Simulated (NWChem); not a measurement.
System: MgNH$_{2}$Cl; SMILES [NH2][Mg][Cl]

Input file for NWChem:

```
start job
memory heap 200 mb stack 900 mb global 1100 mb
geometry units angstroms noautoz
  Mg    -0.101154    -0.294831    -0.059895
  Cl     0.374290     1.859076     0.057197
  N     -0.503379    -2.130608    -0.160389
  H      0.048089    -2.837889    -0.633470
  H     -1.313442    -2.587583     0.243872
end
basis spherical
  * library 6-31g*
end
dft
  xc xwpbe 1.00 cpbe96 1.0 hfexch 1.00
  cam 0.35 cam_alpha 0.0 cam_beta 1.0
  iterations 150
  vectors input atomic output neutral.movecs
end
task dft energy
charge 1
dft
  odft
  mult 2
  vectors input atomic output cation.movecs
end
task dft energy
```

Coordinates come from a B3LYP/6-31G* (spherical d) optimisation.

Ions are spin-unrestricted doublets at the neutral geometry; other ion states weren't tried. Functional: LC-ωPBE (HJS hole) with 6-31G*; the question gives the range parameter ω in 1/bohr.

**Question.** Predict the main results of this run. (LC-wPBE (HJS exchange hole, range parameter 0.35 per bohr)/6-31G* (spherical d), vertical spin-unrestricted ions.) Quantities: vertical ionisation energy, ΔSCF (eV); −ε(HOMO) (eV).

**Answer.** 
```yaml
vertical ionisation energy, ΔSCF (eV): 9.11
"−ε(HOMO) (eV)": 8.94
```
